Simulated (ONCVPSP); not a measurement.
**Ranking ONCV potentials for boron**

All share these settings but for the change named:

boron (B), optimised norm-conserving Vanderbilt (ONCV), made with ONCVPSP 4.0.1 (LDA (Perdew-Zunger), scalar-relativistic). Core [He], reference 2s2 2p1. Waves: 2s: rc 1.25 bohr, ncon 4, nbas 8, qcut 4.8 1/bohr, 2 projectors, debl 2.1 Ha; 2p: rc 2.05 bohr, ncon 5, nbas 9, qcut 3.9 1/bohr, 1 projector. Local part: polynomial inside 1.05 bohr (lpopt 5, dvloc0 0 Ha). Core correction: polynomial model core, fcfact 0.75.

Test errors are all-electron minus pseudo excitation energies from the reference, over 2s2 2p0; 2s1 2p0; 2s2 2p0.5; 2s1 2p2. None of these files shows a bound ghost.

The base gives 107.8 meV.

Of 6 variants that were run, those that failed, showed a ghost or another fault, or gave nearly equal values are left out.

A variant can come out equal or close to the base, since the largest error may sit in a test that the change hardly touches while other tests move.

**Question.** Rank these variants by their largest absolute test error, smallest first.
A. p: rc 2.46
B. s: qcut 3.6; p: qcut 2.9
C. s: rc 1.52

**Answer.** C (104.2 meV), B (139.9 meV), A (173.1 meV).
